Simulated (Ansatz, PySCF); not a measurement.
This singlet lies 2.77 eV below the relaxed triplet at the level frozen-core CCSD(T)/cc-pVTZ // B3LYP-D3(BJ)/def2-TZVP (Ansatz, a quantum-chemistry and plane-wave program).

B3LYP has the VWN-RPA correlation part, as in Gaussian. 

# HClGeO, SMILES `[Cl][Ge][OH]` (lower singlet; H–O–Ge–Cl torsion 180°) (charge 0, multiplicity 1)

The numbers are results of B3LYP-D3(BJ)/def2-TZVP in PySCF, not measurements.

```yaml
HOMO: -7.60 eV
dipole_moment: 3.37 D
HOMO–LUMO gap: 5.00 eV
LUMO: -2.60 eV
total_energy: -2613.2173 Ha
cost: roughly 22 core-seconds
```

```xyz
4

O     -0.8315    -0.4009     0.0222
Ge     0.4056     0.8988    -0.0522
Cl     2.1622    -0.4328     0.0310
H     -1.7363    -0.0651    -0.0010
```
